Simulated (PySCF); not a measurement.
H₄O, SMILES [OH4+2], charge +2. Atoms are numbered in the order given.

```xyz
5

O      0.0000     0.0000     0.0000
H     -0.6029     0.6029    -0.6029
H      0.6029     0.6029     0.6029
H      0.6029    -0.6029    -0.6029
H     -0.6029    -0.6029     0.6029
```
Charge +2, spin multiplicity 1.

Coordinates come from a r2SCAN-D4/def2-TZVPD optimisation.

Two levels are set side by side: PBE/pcSseg-2 (PySCF) and PBE0/pcSseg-2 (PySCF). GIAO shifts against H2O (¹⁷O), TMS (¹H) at the same level; non-relativistic, no solvent, atoms listed together averaged. Differences are taken from unrounded values.

```json
[
 {"quantity": "δ(¹⁷O) of O1 (ppm)", "PBE": "49.3"},
 {"quantity": "δ(¹H) of H2, H3, H4, H5 (ppm)", "PBE": "13.61"}
]
```

Problem. These are the PBE values. What does PBE0 give? (Estimate from the structure and the level; the computed values follow.)

Solution. 
| quantity | PBE0 | PBE minus PBE0 |
|---|---|---|
| δ(¹⁷O) of O1 (ppm) | 44.0 | 5.3 |
| δ(¹H) of H2, H3, H4, H5 (ppm) | 13.99 | -0.38 |

Rough cost on one machine, each run with all the roots and properties that it gave: PBE0 against PBE within a factor of 2.
